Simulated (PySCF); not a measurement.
Saddle point of SnH₄S₂, singlet (SnH₄S₂ ([SH][SnH2][SH]) → SnH₂S ([S][SnH2]) + H₂S (still joined by a long Sn–S bond); bonds formed: S2–H4; bonds broken: S3–H4; bonds weakened to dative contacts: Sn1–S2), PBE0-D4/def2-TZVP structure:

```xyz
7
angstrom
Sn -0.8052 -0.2742 0.6117
S 1.3519 -0.3776 -0.9555
S -1.4115 1.4445 -0.7522
H 0.3546 0.6348 -1.3282
H -1.3964 -1.8721 0.4526
H -0.1099 -0.0615 2.1632
H 2.0164 0.5062 -0.1915
```

Energies are electronic, without zero-point energy. Barriers and step energies count from the start structure reached by relaxing down the imaginary mode; all methods use the PBE0-D4 structures, on which another method's saddle can fall below an end. Program: PySCF 2.14 with density fitting (its default auxiliary sets; JK sets also for MP2 and CCSD(T)). Basis: def2-TZVPP, with def2-QZVPP for the basis limit. Cores are frozen in the correlated methods. Filled d shells of the heavier atoms are correlated. Core potentials replace the inner electrons of the atoms past krypton. The def2 sets are not built for correlating such inner shells, so the correlated values are less sure here. B3LYP uses VWN-RPA correlation. Extrapolation: Hartree–Fock as exp(−7.88 √X), correlation as X^−2.97.

```csv
method,barrier (kJ/mol),step energy (kJ/mol)
SPW92,?,125.6
PBE-D4,126.0,121.2
r2SCAN-D4,139.3,129.1
PBE0-D4,143.4,132.6
B3LYP-D4,146.2,126.1
BHLYP-D4,?,138.1
wB97M-V,157.5,135.9
HF,?,145.7
MP2,151.1,134.8
CCSD,167.0,138.6
CCSD(T),156.9,134.3
```

(1) Fill in the withheld barriers. (Judge from chemistry; the value comes from the calculation.)

T1 diagnostic: at most 0.017.

Results:

(1) By the calculation: BHLYP-D4 165.8; HF 198.0; SPW92 116.1 kJ/mol. Each is the energy of the saddle less that of the start structure, by the same method.

For comparison, the barrier by CCSD(T) at an estimated basis limit (MP2 extrapolated from triple and quadruple zeta, plus CCSD(T) − MP2 in triple zeta) is 149.5 kJ/mol.

Labels in which every atom is bracketed show which atoms are joined, not bond orders.

For scale, one of the runs: CCSD(T)/def2-TZVPP, 190 basis functions, launched by `OMP_NUM_THREADS=4 python run.py`. The run took 6.6 min on 4 CPU threads of an Arm Neoverse V2 (shared host), with 2.4 GiB of host memory at its peak.
